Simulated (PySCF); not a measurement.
**[Pb(CH3)2]2+ at several levels of theory**

Computed with PySCF 2.14.0 (density fitting, no spin-orbit coupling) at the geometry relaxed with PBE0:

```xyz
9
[Pb(CH3)2]2+ (singlet)
Pb    0.0000    0.0000    0.7778
C     2.2275    0.0000    0.7760
H     2.5046    0.0000   -0.2928
H     2.5074    0.9252    1.3096
H     2.5074   -0.9252    1.3096
C    -2.2275    0.0000    0.7760
H    -2.5046    0.0000   -0.2928
H    -2.5074   -0.9252    1.3096
H    -2.5074    0.9252    1.3096
```

```
level                                              basis    state  HOMO (eV)  gap (eV)  charge on Pb1 (e)  dipole about the centre of mass (D)  largest force component (eV/Å)
 PBE0     Pb def2-SVP with ECP60, C def2-SVP, H def2-SVP  singlet     -19.75      5.98               1.23                                 0.01                            0.01
 PBE0  Pb def2-TZVP with ECP60, C def2-TZVP, H def2-TZVP  singlet     -19.62      5.93               1.21                                 0.01                            0.30
```

Charges are Mulliken's, which hang on the basis. The relaxation used the grid (50, 194), these runs (75, 302) or, all-electron (x2c bases, spin-free X2C Hamiltonian), (99, 590).

Q: A further run in the first row's basis gives HOMO (eV) -18.99, gap (eV) 4.65, charge on Pb1 (e) 1.24, dipole about the centre of mass (D) 0.01, largest force component (eV/Å) 0.13. Which level was it?
A. r2SCAN
B. BLYP

A: A. The others give HOMO -18.61 eV (BLYP).

In the first row's basis the gap widens with exact exchange: 4.0 to 4.6 eV for BLYP, r2SCAN (none); 6.0 eV for PBE0 (a fixed share).
